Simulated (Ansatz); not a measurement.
Coupled-cluster run, `CN(C)B(Cl)Cl`.

```yaml
crystal:
  periodic: [false, false, false]
  atoms:
    - {symbol: C, position_ang: [-1.271289, -0.447161, 0.237655]}
    - {symbol: N, position_ang: [0.025052, 0.125611, -0.056696]}
    - {symbol: C, position_ang: [1.113455, -0.754504, 0.312063]}
    - {symbol: B, position_ang: [0.204279, 1.377925, -0.627995]}
    - {symbol: Cl, position_ang: [1.815343, 2.025360, -0.964329]}
    - {symbol: Cl, position_ang: [-1.166478, 2.409561, -1.057612]}
    - {symbol: H, position_ang: [-1.400747, -1.389748, -0.304735]}
    - {symbol: H, position_ang: [-1.356759, -0.660271, 1.308492]}
    - {symbol: H, position_ang: [-2.067387, 0.234445, -0.048851]}
    - {symbol: H, position_ang: [1.031951, -1.704006, -0.227574]}
    - {symbol: H, position_ang: [1.077360, -0.972546, 1.384714]}
    - {symbol: H, position_ang: [2.072221, -0.299765, 0.078766]}
basis:
  gaussian: {orbitals: def2-SVP}
correlation: {method: ccsd_t}
```

```sh
$ ansatz run in.yaml --threads 4 --pin off --events-out ev --progress --plain --max-ram 11315MiB
```

The program prints (abridged):

```
Functional definition: HF
  name "HF"
  cite "Fock, Z. Phys. 61, 126 (1930) doi:10.1007/BF01340294"
  parent pbe
  exchange = exact_x
  correlation = 0
1208 factors; integrals over basis functions are off by at most 1.6e-3 eV
mean field evaluation 1: about -29306.4043 eV, gradient 2.9e1 eV
mean field evaluation 2: about -29306.5663 eV, gradient 2.9e1 eV
mean field evaluation 4: about -29308.9600 eV, gradient 4.0e0 eV
mean field evaluation 8: about -29309.0075 eV, gradient 2.2e-1 eV
mean field -29309.00773995 eV, -1077.0861680842 hartree, gradient 1.5e-6 eV, S^2 0.000000; 0 other end points of the search recorded, 0 dependent functions left out
14 core orbitals not correlated: weight in the atoms' cores, before any rotation towards them, 1.000 or more for the frozen orbitals, at most 0.000 for the correlated occupied ones
reference -29309.00773995 eV, -1077.0861680842 hartree; 18, 18 occupied and 90, 90 virtual orbitals, 1208 factors
second order -21.92623614 eV of doubles, -0.00000000 eV of singles
cycle   1  -22.96594823 eV  change    -1.0e0 eV  update   9.9e-2
cycle   2  -23.49244672 eV  change   -5.3e-1 eV  update   2.8e-2
cycle   3  -23.60096613 eV  change   -1.1e-1 eV  update   1.4e-2
cycle   4  -23.59628623 eV  change    4.7e-3 eV  update   3.8e-3
cycle   5  -23.59622025 eV  change    6.6e-5 eV  update   1.6e-3
cycle   6  -23.59592006 eV  change    3.0e-4 eV  update   5.0e-4
cycle   7  -23.59573966 eV  change    1.8e-4 eV  update   1.9e-4
cycle   8  -23.59578905 eV  change   -4.9e-5 eV  update   5.8e-5
cycle   9  -23.59579061 eV  change   -1.6e-6 eV  update   1.8e-5
perturbative correction -0.67005244 eV, -0.0246239731 hartree
Total energy: -29333.27358300 eV, -1077.9779213684 hartree
```

Hardware: 4 threads of an Arm Neoverse V2 on a shared host. Wall time 12 s, peak host memory 0.7 GiB.

The correlation energy is -24.266 eV, 2.8 % of it from (T); the T1 diagnostic reads 0.0108.
